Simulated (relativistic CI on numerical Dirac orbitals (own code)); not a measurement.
**Energy levels of Ta LI**

Method of calculation: Dirac-Coulomb-Breit CI, orbitals from a KLI potential per configuration, model QED, unscaled Slater integrals (own radial code, finite nucleus).

Configurations in the expansion (outside the closed core [Ne]): 3s²3p⁶3d⁵, 3s²3p⁵3d⁶, 3s²3p⁴3d⁷, 3s3p⁶3d⁶, 3p⁶3d⁷, 3s3p⁵3d⁷, 3s²3p⁶3d⁴4s, 3s²3p⁶3d⁴4p, 3s²3p⁴3d⁶4s, 3s²3p⁵3d⁵4s, 3s²3p⁶3d⁴4f, 3p⁶3d⁶4s, 3s²3p⁶3d³4s², 3s²3p⁶3d⁴5s, 3p⁶3d⁵4s². Levels of other configurations are missing.

```tsv
No.	Configuration	Term	J	E (10³ cm⁻¹)	%	jj configuration (%)
41	3p⁵3d⁶(3P)	⁴D°	7/2	3051.5	44	3p3/2^3 3d5/2^2 (94)
42	3p⁵3d⁶(1D)	²P°	1/2	3094.8	40	3p3/2^3 3d5/2^2 (95)
43	3p⁵3d⁶(3F)	⁴D°	7/2	3229.3	30	3p3/2^3 3d5/2^2 (97)
44	3p⁵3d⁶(1S)	²P°	3/2	3248.2	39	3p3/2^3 3d5/2^2 (88)
45	3p⁵3d⁶(3F)	²D°	5/2	3377.7	22	3p3/2^3 3d5/2^2 (87)
46	3s²3p⁵3d⁶	²P°	3/2	3388.1	22	3p3/2^3 3d5/2^2 (90)
47	3p⁵3d⁶(5D)	⁶F°	9/2	3433.1	49	3p3/2^3 3d3/2^3 3d5/2^3 (94)
48	3p⁵3d⁶(5D)	⁶F°	11/2	3442.2	43	3p3/2^3 3d3/2^3 3d5/2^3 (92)
49	3p⁵3d⁶(3G)	⁴H°	13/2	3480.7	72	3p3/2^3 3d3/2^3 3d5/2^3 (98)
50	3p⁵3d⁶(5D)	⁴P°	5/2	3503.6	23	3p3/2^3 3d3/2^3 3d5/2^3 (92)
51	3p⁵3d⁶(3F)	⁴F°	7/2	3508.8	37	3p3/2^3 3d3/2^3 3d5/2^3 (96)
52	3p⁵3d⁶(3F)	²D°	3/2	3509.2	28	3p3/2^3 3d3/2^3 3d5/2^3 (97)
53	3p⁵3d⁶(5D)	⁶D°	9/2	3542.0	20	3p3/2^3 3d3/2^3 3d5/2^3 (95)
54	3p⁵3d⁶(3H)	⁴I°	15/2	3550.6	72	3p3/2^3 3d3/2^3 3d5/2^3 (98)
55	3p⁵3d⁶(3G)	²F°	7/2	3553.0	37	3p3/2^3 3d3/2^3 3d5/2^3 (98)
56	3p⁵3d⁶(3P)	⁴P°	1/2	3564.5	30	3p3/2^3 3d3/2^3 3d5/2^3 (94)
57	3p⁵3d⁶(3F)	⁴D°	3/2	3607.2	26	3p3/2^3 3d3/2^3 3d5/2^3 (94)
58	3p⁵3d⁶(1F)	²G°	9/2	3609.8	30	3p3/2^3 3d3/2^3 3d5/2^3 (96)
59	3p⁵3d⁶(3G)	⁴G°	11/2	3616.3	35	3p3/2^3 3d3/2^3 3d5/2^3 (96)
60	3p⁵3d⁶(3H)	²I°	13/2	3617.1	46	3p3/2^3 3d3/2^3 3d5/2^3 (100)
61	3p⁵3d⁶(3D)	⁴D°	7/2	3636.2	32	3p3/2^3 3d3/2^3 3d5/2^3 (95)
62	3p⁵3d⁶(3P)	⁴D°	5/2	3661.8	25	3p3/2^3 3d3/2^3 3d5/2^3 (93)
63	3p⁵3d⁶(1F)	²G°	9/2	3711.3	38	3p3/2^3 3d3/2^3 3d5/2^3 (97)
64	3p⁵3d⁶(3P)	⁴D°	5/2	3713.2	31	3p3/2^3 3d3/2^3 3d5/2^3 (95)
65	3p⁵3d⁶(3F)	⁴D°	3/2	3728.8	31	3p3/2^3 3d3/2^3 3d5/2^3 (89)
66	3p⁵3d⁶(1F)	²F°	7/2	3761.3	30	3p3/2^3 3d3/2^3 3d5/2^3 (91)
67	3p⁵3d⁶(1G)	²H°	11/2	3767.9	56	3p3/2^3 3d3/2^3 3d5/2^3 (95)
68	3p⁵3d⁶(1G)	²F°	5/2	3771.5	28	3p3/2^3 3d3/2^3 3d5/2^3 (88)
69	3p⁵3d⁶(1G)	²G°	7/2	3782.5	23	3p3/2^3 3d3/2^3 3d5/2^3 (94)
70	3p⁵3d⁶(3P)	²D°	3/2	3793.9	36	3p3/2^3 3d3/2^3 3d5/2^3 (94)
71	3p⁵3d⁶(3F)	⁴D°	5/2	3810.2	32	3p3/2^3 3d3/2^3 3d5/2^3 (95)
72	3p⁵3d⁶(3D)	⁴P°	1/2	3828.8	42	3p3/2^3 3d3/2^3 3d5/2^3 (92)
73	3p⁵3d⁶(3F)	²F°	5/2	3834.2	30	3p3/2^3 3d3/2^3 3d5/2^3 (89)
74	3p⁵3d⁶(3G)	²G°	9/2	3845.0	25	3p3/2^3 3d3/2^3 3d5/2^3 (94)
75	3p⁵3d⁶(3G)	⁴F°	7/2	3860.6	26	3p3/2^3 3d3/2^3 3d5/2^3 (93)
76	3p⁵3d⁶(5D)	⁶P°	3/2	3862.0	28	3p3/2^3 3d3/2^3 3d5/2^3 (84)
77	3p⁵3d⁶(3H)	²H°	11/2	3879.8	41	3p3/2^3 3d3/2^3 3d5/2^3 (93)
78	3p⁵3d⁶(3F)	⁴D°	1/2	3892.7	45	3p3/2^3 3d3/2^3 3d5/2^3 (94)
79	3p⁵3d⁶(1F)	²F°	7/2	3912.0	36	3p3/2^3 3d3/2^3 3d5/2^3 (93)
80	3p⁵3d⁶(1F)	²G°	9/2	3915.0	49	3p3/2^3 3d3/2^3 3d5/2^3 (93)
81	3p⁵3d⁶(3D)	⁴P°	3/2	3919.7	33	3p3/2^3 3d3/2^3 3d5/2^3 (90)
82	3p⁵3d⁶(3H)	²G°	9/2	3972.3	32	3p3/2^3 3d3/2^3 3d5/2^3 (92)
83	3p⁵3d⁶(5D)	⁶F°	7/2	3986.6	28	3p3/2^3 3d3/2^2 3d5/2^4 (92)
84	3p⁵3d⁶(3D)	²D°	5/2	3989.2	25	3p3/2^3 3d3/2^3 3d5/2^3 (92)
85	3p⁵3d⁶(3F)	⁴F°	7/2	4008.7	28	3p3/2^3 3d3/2^3 3d5/2^3 (92)
```

Energies count from the lowest computed level; ° marks odd parity. Percentages are summed over parent terms; the parents shown are those of the largest component, closed shells are left out there. Filled j subshells are mostly left out of the jj labels.

The mean weight of the leading LS term, summed over parents, in these 45 levels is 35 %, and that of the leading jj configuration (from the same eigenvectors) 93 %, so jj coupling describes them better and the LS labels are nominal.

At this charge energies of transitions that change n are usually good to better than 1 %, and those within a shell (Δn = 0) to a few per cent.

LS names give the leading component of a level, which can be under half, so a name can repeat, a term be missing and a line seem to break the LS rules.
